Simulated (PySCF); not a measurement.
# Substituent chemical shifts

Parent skeleton `[CH2:1]=[C:2]([CH2:3][CH3:4])[CH2:5][CH2:6][F:7]`; one hydrogen on atom 1 is replaced by X. Hydrogens on one atom are averaged.

PySCF 2.14.0 with density-fitted response routines calculation with structure optimised with GFN2-xTB and shielding tensors at PBE0/pcSseg-1 (GIAO); one averaged value for each set of equivalent atoms, no relativistic terms, a single conformation, isolated molecule.

Chemical shifts δ = σref − σ; ¹³C (σ = 186.93 ppm), ¹H (σ = 31.72 ppm) against TMS; CFCl3 for ¹⁹F (σ = 170.95 ppm), all at this level.

Parent (X = H): C1 116.5, C2 161.8, C3 34.4, C4 15.7, C5 40.4, C6 89.4, F7 -243.5, H(C1) 4.99, H(C3) 2.39 ppm. Effects are Δδ = δ(X) − δ(H), positive for deshielding.

Known members:
```
      X     C1     C2    C3    C4    C5    C6    F7  H(C1)  H(C3)
CH2SiH3  +16.0  -19.8  +2.5  +2.5  -4.9  -5.1  +5.7  +0.70  -0.43
```

Four more derivatives gave (Δδ, ppm):
```tsv
compound	C1	C2	C3	C4	C5	C6	F7	H(C1)	H(C3)
1	+9.7	+19.3	+5.2	+1.4	-2.3	+1.4	-2.3	+1.38	-0.03
2	+25.5	-19.2	-5.9	+2.3	+8.2	-2.3	+0.8	+0.53	-0.29
3	+28.3	-39.4	-5.0	-5.7	+5.4	-2.2	+2.3	+0.84	-0.18
4	+20.6	-15.0	+1.6	+2.0	-3.6	-2.7	+0.4	+1.15	-0.31
```

Their substituents are CH2F, CH2NH2, COCH3, NMe2. Which is which?

Results:

1: X = COCH3 (CC/C(=C/C(C)=O)CCF); 2: X = CH2NH2 (CC/C(=C\CN)CCF); 3: X = NMe2 (CC/C(=C\N(C)C)CCF); 4: X = CH2F (CC/C(=C/CF)CCF).

Unscaled 19F shifts against computed CFCl3 carry errors that often reach 10 to 50 ppm.
